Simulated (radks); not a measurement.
Results of a calculation; reference values are marked as such.
Q: Ionisation of As27+, [He] 2s2 2p2, to As28+, [He] 2s2 2p1, under several functionals. Scalar-relativistic Kohn-Sham, spin-polarised, spherical densities, finite nucleus; open shells are filled with parallel spins first; a radial shooting solver on a logarithmic mesh with Libxc functionals. Known Delta-SCF values: revPBE 2928.7 eV; LDA (Slater exchange, Perdew-Zunger correlation) 2926.7 eV. What does TASK exchange with Perdew-Wang LDA correlation give, and what is its highest occupied eigenvalue?

A: 2933.2 eV by Delta-SCF; the 2p eigenvalue is -2869.2 eV. NIST: 2938 eV (semi-empirical).
